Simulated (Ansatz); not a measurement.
Saddle point of SiNH$_{5}$Cl$_{2}$, singlet (SiNH₃Cl₂ ([NH2][SiH]([Cl])[Cl]) + H₂ → SiH₂Cl₂ ([Cl][SiH2][Cl]) + NH₃; bonds formed: Si1–H7, N2–H6; bonds broken: Si1–N2, H6–H7), PBE0-D4/def2-TZVP structure:

```xyz
9
angstrom
Si -0.5971 0.3043 0.3091
N 0.7310 -0.5895 -0.6014
Cl -1.9580 0.4539 -1.3138
Cl -0.2597 2.3031 0.6335
H -1.4382 -0.5309 1.1805
H 1.0471 -0.5519 0.5977
H 0.6868 -0.0202 1.5018
H 0.4575 -1.3907 -1.1612
H 1.3306 0.0218 -1.1462
```

Energies are electronic, without zero-point energy. Barriers and step energies count from the start structure reached by relaxing down the imaginary mode; all methods use the PBE0-D4 structures, on which another method's saddle can fall below an end. Ansatz 0.2.0; basis: def2-TZVPP, with def2-QZVPP for the basis limit; cores frozen in the correlated methods. B3LYP uses VWN-RPA correlation. Extrapolation: Hartree–Fock as exp(−7.88 √X), correlation as X^−2.97.

```tsv
method	barrier (kcal/mol)	step energy (kcal/mol)
SPW92	32.33	1.99
PBE-D4	?	5.03
BLYP-D4	47.26	7.56
r2SCAN-D4	44.84	6.74
B97M-V	46.46	6.75
PBE0-D4	44.09	5.03
B3LYP-D4	49.04	7.26
r2SCAN0-D4	46.67	6.35
BHLYP-D4	52.80	7.12
CAM-B3LYP-D4	49.51	7.07
wB97X-V	?	6.17
wB97M-V	48.38	6.13
B2PLYP	50.67	7.39
PBE-QIDH	47.67	5.82
RPA on PBE	?	6.25
HF	64.03	9.07
MP2	50.36	7.64
CCSD	52.40	6.59
CCSD(T)	50.52	6.56
```

(1) Fill in the withheld barriers. (An estimate is asked for; the value comes from the calculation.)

T1 diagnostic: at most 0.010.

Answers

(1) Computed: RPA on PBE 50.45; wB97X-V 48.89; PBE-D4 41.10 kcal/mol. Each is the energy of the saddle less that of the start structure, by the same method.

For comparison, the barrier by CCSD(T) at an estimated basis limit (MP2 extrapolated from triple and quadruple zeta, plus CCSD(T) − MP2 in triple zeta) is 50.30 kcal/mol.

Labels in which every atom is bracketed show which atoms are joined, not bond orders.

For scale, one of the runs: CCSD(T)/def2-TZVPP, 227 basis functions, launched by `ansatz run in.yaml --threads 4 --pin off --events-out ev --progress --plain --max-ram 9574MiB`. Hardware: 4 CPU threads of an Arm Neoverse V1, shared host. Wall time 90 s; peak host memory 3.5 GiB.
